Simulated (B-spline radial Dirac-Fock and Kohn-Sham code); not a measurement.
**How the levels of strontium move as electrons are removed**

Calculated with an atomic code on a B-spline grid, using relaxed Dirac-Fock hole states (ΔSCF) with Breit and QED corrections and a finite nucleus. Each ion is free and in its tabulated ground configuration. Correlation and solid-state effects are left out.

Reference: Sr⁹⁺, [Ar] 3d10 4s1, with K 16280.4 eV, L1 2392.8 eV, L3 2112.3 eV, M2 447.0 eV, M3 436.2 eV, Kα1 (K-L3) 14168.0 eV, Kβ1 (K-M3) 15844.2 eV. Shifts from it, in eV (a dash: the subshell is empty, belongs to an open shell averaged over j, or its hole state is left out as unreliable):

```csv
ion,configuration,K,L1,L3,M2,M3,Kα1,Kβ1
Sr¹⁰⁺,[Ar] 3d10,+27.3,+26.0,+26.1,+24.6,+24.6,+1.13,+2.72
Sr¹¹⁺,[Ar] 3d9,+78.3,+77.4,+77.6,+65.9,+65.5,+0.76,+12.79
Sr¹²⁺,[Ar] 3d8,+131.9,+131.1,+131.4,+108.6,+107.9,+0.50,+23.95
Sr¹³⁺,[Ar] 3d7,+187.9,+187.2,+187.6,+152.7,+151.7,+0.36,+36.21
Sr¹⁴⁺,[Ar] 3d6,?,?,?,?,?,?,?
```

**Question.** Give the missing shifts for Sr¹⁴⁺.

**Answer.** K +246.5, L1 +245.6, L3 +246.1, M2 +198.2, M3 +196.9, Kα1 +0.38, Kβ1 +49.58 (eV).

Over this range K (1s) moves by +246.5 eV and Kα1 by +0.4 eV: a line is a difference of two levels that shift in the same direction.
